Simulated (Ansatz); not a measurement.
Relaxation of BClH6N2 (10 atoms, charge 0, multiplicity 1), to a largest force component of 0.03 eV/Å in at most 50 steps.

These are results of RKS B3LYP/6-31G* (Ansatz 0.2.0), not measurements.

```xyz
10
Properties=species:S:1:pos:R:3:forces:R:3
B -0.036 0.615 -0.561 -0.03 0.64 -0.13
H -0.037 0.001 1.761 0.13 -1.42 -0.10
N 1.230 0.021 -0.728 -0.03 -0.01 -0.06
H 1.370 -0.864 -1.190 0.03 -0.05 0.06
H 2.081 0.510 -0.493 -0.02 -0.01 -0.07
N -1.282 0.019 -0.831 -0.03 -0.01 -0.03
H -1.386 -0.940 -1.136 -0.04 0.09 0.05
H -2.151 0.509 -0.661 0.13 -0.12 -0.07
Cl -0.066 2.361 0.029 0.01 -0.26 -0.33
H -0.108 0.670 1.980 -0.14 1.14 0.69
```

Where does it end, and by what steps?

The forces met the threshold. The force dipped under the threshold on the way, but the program's further checks kept it going. After 22 steps the energy has fallen by 0.254 eV; H2 moved furthest, 1.79 Å.

| step | energy less start (eV) | largest force component (eV/Å) | accepted |
| --- | --- | --- | --- |
| 0 | 0.0000 | 1.424 | yes |
| 1 | -0.1513 | 0.285 | yes |
| 2 | -0.1951 | 0.221 | yes |
| 3 | -0.2184 | 0.374 | yes |
| 4 | -0.2319 | 0.098 | yes |
| 5 | -0.2380 | 0.027 | yes |
| 6 | -0.2366 | 0.629 | no |
| 7 | -0.2408 | 0.084 | yes |
| 8 | -0.2424 | 0.238 | yes |
| 9 | -0.2443 | 0.269 | yes |
| 10 | -0.2464 | 0.216 | yes |
| 11 | -0.2476 | 0.252 | yes |
| 12 | -0.2493 | 0.118 | yes |
| 13 | -0.2505 | 0.007 | yes |
| 14 | -0.2508 | 0.027 | yes |
| 15 | -0.2514 | 0.094 | yes |
| 16 | -0.2518 | 0.091 | yes |
| 17 | -0.2520 | 0.138 | yes |
| 18 | -0.2529 | 0.066 | yes |
| 19 | -0.2535 | 0.042 | yes |
| 20 | -0.2535 | 0.073 | yes |
| 21 | -0.2540 | 0.061 | yes |
| 22 | -0.2543 | 0.025 | yes |

```xyz
10
Properties=species:S:1:pos:R:3
B -0.048 0.601 -0.854
H -0.035 0.189 3.542
N 1.218 0.035 -1.111
H 1.351 -0.846 -1.587
H 2.073 0.483 -0.820
N -1.282 0.029 -1.226
H -1.366 -0.853 -1.712
H -2.162 0.471 -1.013
Cl -0.092 2.187 0.025
H -0.042 0.606 2.926
```

Whether the end is a true minimum wasn't checked by a vibrational analysis.

The run took 2 min on 1 thread of Arm Neoverse N1, with other jobs on the host, peak memory 0.15 GiB.
